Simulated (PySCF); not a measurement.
C3H7BeBr, SMILES [CH]([Be][Br])(C)C.

Geometry optimised at ωB97X-D3(BJ)/def2-SVP. The structure was generated by enumeration; whether it is a known compound was not checked. One conformer was computed; it need not be the lowest.

Calculation: TDA-PBE/def2-SVPD (PySCF).

Vertical excitations. Gas-phase values at a fixed geometry. State labels are in the subgroup Cs.

Computed lowest excited states:
```
state  symmetry  energy (eV)  λ (nm)      f                            main pairs
-----  --------  -----------  ------  -----  ------------------------------------
S1           A'         5.52     225  0.013                        HOMO→LUMO 98 %
S2           A"         5.55     223  0.031                      HOMO→LUMO+1 98 %
S3           A'         5.88     211  0.040                      HOMO→LUMO+2 98 %
S4           A"         6.44     193  0.000  HOMO−2→LUMO 61 %, HOMO−1→LUMO+1 39 %
S5           A'         6.48     191  0.000  HOMO−1→LUMO 52 %, HOMO−2→LUMO+1 48 %
S6           A"         6.48     191  0.001  HOMO−1→LUMO+1 61 %, HOMO−2→LUMO 39 %
S7           A'         6.66     186  0.023                      HOMO→LUMO+3 99 %
S8           A'         6.89     180  0.058                    HOMO−1→LUMO+2 95 %
S9           A"         6.91     179  0.068                    HOMO−2→LUMO+2 97 %
S10          A"         7.05     176  0.007                    HOMO−3→LUMO+1 86 %
T1           A'         4.94     251      0                        HOMO→LUMO 99 %
T2           A"         4.97     249      0                      HOMO→LUMO+1 99 %
T3           A'         5.52     225      0                      HOMO→LUMO+2 97 %
T4           A'         6.03     206      0  HOMO−1→LUMO 52 %, HOMO−2→LUMO+1 43 %
```
Triplets are in the Tamm–Dancoff approximation.
